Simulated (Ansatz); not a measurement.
Start from `[F][AlH][CH2][SiH3]` and change one element to get `FBC[SiH3]`.

Ansatz, PBE0-D4/def2-TZVP geometries, multiplicity 1. Each molecule was computed in one conformer, which needn't be the lowest.

```csv
property,`[F][AlH][CH2][SiH3]`
LUMO energy (B3LYP/def2-TZVPP) / eV,-1.28
size of the dipole moment (B3LYP/def2-TZVPP) / D,1.79
zero-point energy (PBE0-D4/def2-TZVP) / kJ/mol,158.7
HOMO energy (PBE/def2-TZVPP) / eV,-7.03
HOMO energy (B3LYP/def2-TZVPP) / eV,-8.09
LUMO energy (PBE0/def2-TZVPP) / eV,-1.05
```

(1) What does the change do to each property? (An estimate is asked.)

## Answers

(1) The calculation gave: 
| property | `FBC[SiH3]` | shift |
| --- | --- | --- |
| LUMO energy (B3LYP/def2-TZVPP) / eV | -0.96 | 0.32 |
| size of the dipole moment (B3LYP/def2-TZVPP) / D | 1.38 | -0.41 |
| zero-point energy (PBE0-D4/def2-TZVP) / kJ/mol | 176.8 | 18.1 |
| HOMO energy (PBE/def2-TZVPP) / eV | -7.41 | -0.38 |
| HOMO energy (B3LYP/def2-TZVPP) / eV | -8.66 | -0.57 |
| LUMO energy (PBE0/def2-TZVPP) / eV | -0.72 | 0.33 |

With PBE0 the HOMO falls by 0.57 eV and the LUMO rises by 0.33 eV, so the gap widens by about 0.90 eV. PBE moves the HOMO by -0.38 eV and ωB97M-V by -0.68 eV. Dipoles are sizes alone; their direction can turn.

B3LYP here is the variant with VWN-RPA as its local correlation; programs differ in this.
